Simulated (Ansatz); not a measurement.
Gas-phase electronic energies from Ansatz, PBE0-D4/def2-TZVP geometries. CCSD(T)/CBS is the MP2 limit (def2-TZVPP, def2-QZVPP) plus CCSD(T) − MP2 in def2-TZVPP, frozen cores. DFT in def2-TZVPP. Elements past krypton have def2 core potentials. For Sn outer-core shells are correlated without core-valence functions, which leaves a few kJ/mol of doubt a bond. Each species was taken in one conformer, which may not be the lowest.

Consider the formal exchange of groups at the Sn–C bond: `SC[CH2][SnH3]` + `C#CCC` → `C#C[CH](C)[SnH3]` + `CCS`.

`SC[CH2][SnH3]`:

Cartesian coordinates in Å:
```
S -2.197 0.479 -1.599
C -0.505 0.156 -1.001
C -0.531 0.050 0.509
Sn 1.419 -0.331 1.340
H -1.911 0.527 -2.911
H 0.143 0.973 -1.325
H -0.144 -0.770 -1.453
H -0.908 0.973 0.956
H -1.192 -0.759 0.829
H 2.475 0.943 0.914
H 1.320 -0.446 3.040
H 2.030 -1.795 0.702
```

`C#CCC`:

```xyz
10

C    -0.599    2.068   -0.776
C    -0.588    0.930   -0.395
C    -0.546   -0.447    0.070
C     0.863   -0.909    0.428
H    -0.616    3.076   -1.116
H    -1.204   -0.545    0.941
H    -0.967   -1.095   -0.705
H     0.848   -1.945    0.772
H     1.524   -0.844   -0.438
H     1.286   -0.289    1.220
```

`C#C[CH](C)[SnH3]`:

```xyz
13

C     0.293    1.448   -2.129
C     0.434    0.702   -1.195
C     0.558   -0.181   -0.063
C     0.911    0.548    1.233
Sn   -1.320   -1.268    0.128
H     0.178    2.105   -2.958
H     1.313   -0.943   -0.280
H     1.862    1.078    1.132
H     1.001   -0.155    2.065
H     0.149    1.286    1.491
H    -1.178   -2.373    1.429
H    -2.552   -0.137    0.464
H    -1.650   -2.109   -1.317
```

`CCS`:

```xyz
9

C    -0.922    0.159   -0.230
C     0.304   -0.465    0.403
S     1.734    0.645    0.502
H    -1.218    1.065    0.303
H    -1.761   -0.542   -0.215
H    -0.731    0.431   -1.271
H     0.108   -0.737    1.443
H     0.598   -1.380   -0.114
H     1.887    0.825   -0.820
```

| level | ΔE (kJ/mol) | difference from CCSD(T)/CBS |
| --- | --- | --- |
| PBE0-D4 | -7.4 | -1.2 |
| ωB97X-V | -5.5 | 0.7 |
| ωB97M-V | -5.8 | 0.4 |
| PBE | -6.9 | -0.7 |
| r2SCAN | -8.3 | -2.1 |
| PBE0 | -5.5 | 0.7 |
| MP2/def2-TZVPP | -9.0 | -2.8 |
| CCSD(T)/def2-TZVPP | -6.1 | 0.1 |
| SCS-MP2/def2-QZVPP | -6.8 | -0.6 |
| MP2/CBS(def2) | -9.1 | -2.9 |
| CCSD(T)/CBS | -6.2 | 0 |

Largest T1 diagnostic among the species: 0.012.

The D4 term adds −3.6 kJ/mol with B3LYP and −1.9 kJ/mol with PBE0; it sums over pairs of atoms, weighted by their polarisabilities, and B3LYP, whose exchange is more repulsive, gets the larger term. In def2-TZVPP, CCSD(T) changes the Hartree–Fock value by −5.7 kJ/mol (the triples alone add −1.4 kJ/mol) and MP2 by −8.5 kJ/mol.

B3LYP here is the variant with VWN-RPA as its local correlation; programs differ in this.
